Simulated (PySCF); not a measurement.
A species of formula C9H16 has this rotational fingerprint, computed with PBE0/pcSseg-1 in PySCF (dipole) on a GFN2-xTB geometry, gas phase:

```
Rotational constants : A = 2983, B = 1145, C = 984.1 MHz
Dipole components    : |μa| = 0.08 D, |μb| = 0.00 D, |μc| = 0.03 D
Inertial defect      : -97.27 u·Å²
κ                    : -0.84
```

Question: Which structure is it? (One computed conformer of each.)
A. `[CH2:1]=[C:2]([CH3:3])[C:4](=[CH2:5])[C:6]([CH3:7])([CH3:8])[CH3:9]` with C1–C2–C4–C5 99°
B. `[CH2:1]=[C:2]([CH2:3][CH3:4])[C:5](=[CH2:6])[CH2:7][CH2:8][CH3:9]` with C1–C2–C3–C4 -115°, C1–C2–C5–C6 -152°, C2–C5–C7–C8 65°, C5–C7–C8–C9 67°
C. `[CH2:1]1[CH2:2][CH2:3][CH:4]([CH:5]2[CH2:6][CH2:7]2)[CH2:8][CH2:9]1` with C3–C4–C5–C6 83°, C9–C1–C2–C3 -58°, C1–C2–C3–C4 56°, C2–C3–C4–C5 72°, C4–C5–C6–C7 109°

Answer: C. It is C1CCC(C2CC2)CC1, an asymmetric top, point group Cs. The candidates at the same level (rigid rotor, commonest isotopes):

```json
{"SMILES": "C1CCC(C2CC2)CC1", "A (MHz)": "2983", "B (MHz)": "1145", "C (MHz)": "984.1", "μa (D)": "0.08", "μb (D)": "0.00", "μc (D)": "0.03", "Δ (u·Å²)": "-97.27", "point group": "Cs", "rotor": "asymmetric top"}
{"SMILES": "C=C(CC)C(=C)CCC", "A (MHz)": "1969", "B (MHz)": "1169", "C (MHz)": "1086", "μa (D)": "0.00", "μb (D)": "0.17", "μc (D)": "0.19", "Δ (u·Å²)": "-223.78", "point group": "C1", "rotor": "asymmetric top"}
{"SMILES": "C=C(C)C(=C)C(C)(C)C", "A (MHz)": "2245", "B (MHz)": "1230", "C (MHz)": "1165", "μa (D)": "0.17", "μb (D)": "0.11", "μc (D)": "0.42", "Δ (u·Å²)": "-202.19", "point group": "C1", "rotor": "asymmetric top"}
```

`C=C(C)C(=C)C(C)(C)C` has A 25 % too low; `C=C(CC)C(=C)CCC` has A 34 % too low. In the right answer the mirror of this Cs structure is the ac plane, so μb vanishes by symmetry. No structure here is proved a minimum.
